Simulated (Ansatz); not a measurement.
C3H7FOSi (`C=C[Si](C)(O)F`). Total charge 0; spin multiplicity 1.

Cartesian coordinates in Å:
```
C -1.353 1.575 -0.676
C -0.674 1.101 0.366
Si 0.015 -0.619 0.422
C 1.836 -0.726 0.146
O -0.704 -1.573 -0.698
F -0.310 -1.178 1.891
H -1.743 2.589 -0.705
H -1.547 0.964 -1.554
H -0.507 1.766 1.213
H 2.178 -1.759 0.244
H 2.375 -0.115 0.873
H 2.093 -0.372 -0.855
H -1.659 -1.653 -0.668
```

Give the diagnostics of a CCSD(T)/def2-TZVPP run (frozen core, Ansatz 0.2.0). (Estimate.)

The calculation gave: T1 = 0.0113, largest single amplitude 0.011, largest double 0.095, (T) share of the correlation energy 3.6 %, 9 CCSD cycles. The RHF solution is stable towards an unrestricted one. T1 lies under the customary mark of 0.02 for closed shells.
